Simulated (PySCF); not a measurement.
VOF₂, SMILES [F][V](=[O])[F] (connectivity only; charge and spin as stated), neutral, multiplicity 2. Geometry optimised at PBE-D3(BJ)/def2-SVP. The multiplicity is an assumed one; other spin states were not compared. The isomer is the one that the SMILES or the coordinates give; other isomers of the formula were not compared.

All values below come from PBE-D3(BJ)/def2-SVP (PySCF).

Harmonic wavenumbers (cm⁻¹): 111, 207, 281, 694, 804, 1101. Rotational constants (GHz): 7.913, 5.606, 3.373; symmetry number 1.

### Question
Work out the zero-point energy and the ideal-gas rigid-rotor harmonic-oscillator thermochemistry at 298.15 K and 1 atm.

### Answer
ZPE = ½ Σ hcν = ½ × 3198 cm⁻¹ = 4.57 kcal/mol. H − E(el) = 8.15 kcal/mol. Entropy in cal/(mol K): translation 39.86, rotation 25.18, vibration 7.43, spin 1.38, total 73.85. G − E(el) = -13.87 kcal/mol. Cp = 15.19 cal/(mol K). Modes under 150 cm⁻¹ make the vibrational entropy uncertain.
